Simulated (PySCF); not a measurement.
# Two probes of the same atoms: core binding energy and nuclear shielding

C6H11OPS.
SMILES with atom numbers: `[CH3:1][C:2](=[O:3])[P:4]1[CH2:5][CH2:6][S:7][CH2:8][CH2:9]1`

Cartesian coordinates in Å at the PBE0-D3(BJ)/def2-SVP level; atoms count from 1:
```
atom  x, y, z in Å
C1     2.9776   -0.3948   -0.2465
C2     1.9368    0.6937   -0.3024
O3     2.0885    1.7088   -0.9385
P4     0.4049    0.4537    0.7419
C5    -0.1417   -1.2394    0.1842
C6    -1.6060   -1.4703    0.5428
S7    -2.7602   -0.4417   -0.4076
C8    -2.2155    1.2079    0.1239
C9    -0.7660    1.5189   -0.2217
H10    2.6360   -1.2551   -0.8453
H11    3.1285   -0.7510    0.7839
H12    3.9213   -0.0209   -0.6659
H13   -0.0067   -1.3678   -0.9022
H14    0.4890   -1.9824    0.7007
H15   -1.7781   -1.3138    1.6214
H16   -1.9005   -2.5063    0.3138
H17   -2.8933    1.9035   -0.3950
H18   -2.4035    1.3200    1.2052
H19   -0.5885    1.3994   -1.3019
H20   -0.5255    2.5631    0.0353
```

Binding energies: PySCF 2.14.0, delta-SCF UKS SCAN, pcX-2 on the ionised atom, pcseg-1 elsewhere, spin-free X2C. Shieldings: GIAO KT2/pcSseg-1, non-relativistic, same geometry.

```
atom  isotropic shielding (ppm)
  C1                      151.8
  C5                      153.1
  C6                      147.6
```

Question: What are the C 1s binding energies of these atoms?

Answer: 
```tsv
atom	environment	C 1s (eV)	isotropic shielding (ppm)
C5	sp3 carbon bound to phosphorus	290.77	153.1
C1	methyl carbon next to a carbonyl	291.02	151.8
C6	sp3 carbon bound to sulfur	291.32	147.6
```

Question: Among the listed atoms, is the one with the highest binding energy also the least shielded?

Answer: Yes: C6 has both (291.32 eV, 147.6 ppm).

By binding energy: C5 < C1 < C6. By shielding: C6 < C1 < C5.

Of atoms equivalent by bonding only the ionised one is listed; its partners' own values can differ in this conformer. Isolated species at its PBE0-D3(BJ)/def2-SVP geometry (one conformer only).
